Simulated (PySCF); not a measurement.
Ge(H)2(F)(OMe) (CH₅FGeO), SMILES C[O][GeH2][F].

Coordinates come from a PBE-D3(BJ)/def2-SVP optimisation. Other conformers were not sampled.

Method: PBE-D3(BJ)/def2-SVP in PySCF 2.14.0.

Frequencies are harmonic and unscaled.

```json
[
 {"mode": "1", "ν (cm⁻¹)": "76", "IR (km/mol)": "5.4", "moving atoms (share of kinetic energy)": "F 35 %, H 24 %, C 23 %, O 12 %"},
 {"mode": "2", "ν (cm⁻¹)": "107", "IR (km/mol)": "0.7", "moving atoms (share of kinetic energy)": "H 91 %"},
 {"mode": "3", "ν (cm⁻¹)": "202", "IR (km/mol)": "8.0", "moving atoms (share of kinetic energy)": "O 32 %, H 26 %, C 25 %, F 12 %"},
 {"mode": "4", "ν (cm⁻¹)": "264", "IR (km/mol)": "13.1", "moving atoms (share of kinetic energy)": "O 41 %, F 21 %, Ge 18 %, H 12 %, C 9 %"},
 {"mode": "5", "ν (cm⁻¹)": "563", "IR (km/mol)": "56.6", "moving atoms (share of kinetic energy)": "H 77 %, Ge 11 %"},
 {"mode": "6", "ν (cm⁻¹)": "628", "IR (km/mol)": "41.4", "moving atoms (share of kinetic energy)": "O 48 %, H 24 %, Ge 15 %, C 9 %"},
 {"mode": "7", "ν (cm⁻¹)": "657", "IR (km/mol)": "5.2", "moving atoms (share of kinetic energy)": "H 81 %, O 13 %"},
 {"mode": "8", "ν (cm⁻¹)": "683", "IR (km/mol)": "71.6", "moving atoms (share of kinetic energy)": "F 75 %, Ge 22 %"},
 {"mode": "9", "ν (cm⁻¹)": "784", "IR (km/mol)": "132.2", "moving atoms (share of kinetic energy)": "H 95 %"},
 {"mode": "10", "ν (cm⁻¹)": "808", "IR (km/mol)": "54.9", "moving atoms (share of kinetic energy)": "H 97 %"},
 {"mode": "11", "ν (cm⁻¹)": "1087", "IR (km/mol)": "166.6", "moving atoms (share of kinetic energy)": "O 49 %, C 41 %, H 10 %"},
 {"mode": "12", "ν (cm⁻¹)": "1131", "IR (km/mol)": "1.6", "moving atoms (share of kinetic energy)": "H 76 %, C 19 %"},
 {"mode": "13", "ν (cm⁻¹)": "1155", "IR (km/mol)": "13.2", "moving atoms (share of kinetic energy)": "H 68 %, C 21 %, O 11 %"},
 {"mode": "14", "ν (cm⁻¹)": "1414", "IR (km/mol)": "3.6", "moving atoms (share of kinetic energy)": "H 95 %"},
 {"mode": "15", "ν (cm⁻¹)": "1418", "IR (km/mol)": "9.6", "moving atoms (share of kinetic energy)": "H 91 %, C 8 %"},
 {"mode": "16", "ν (cm⁻¹)": "1427", "IR (km/mol)": "11.4", "moving atoms (share of kinetic energy)": "H 96 %"},
 {"mode": "17", "ν (cm⁻¹)": "2080", "IR (km/mol)": "84.2", "moving atoms (share of kinetic energy)": "H 99 %"},
 {"mode": "18", "ν (cm⁻¹)": "2145", "IR (km/mol)": "94.7", "moving atoms (share of kinetic energy)": "H 98 %"},
 {"mode": "19", "ν (cm⁻¹)": "2911", "IR (km/mol)": "67.0", "moving atoms (share of kinetic energy)": "H 97 %"},
 {"mode": "20", "ν (cm⁻¹)": "2988", "IR (km/mol)": "40.4", "moving atoms (share of kinetic energy)": "H 91 %, C 9 %"},
 {"mode": "21", "ν (cm⁻¹)": "3039", "IR (km/mol)": "23.9", "moving atoms (share of kinetic energy)": "H 91 %, C 9 %"}
]
```
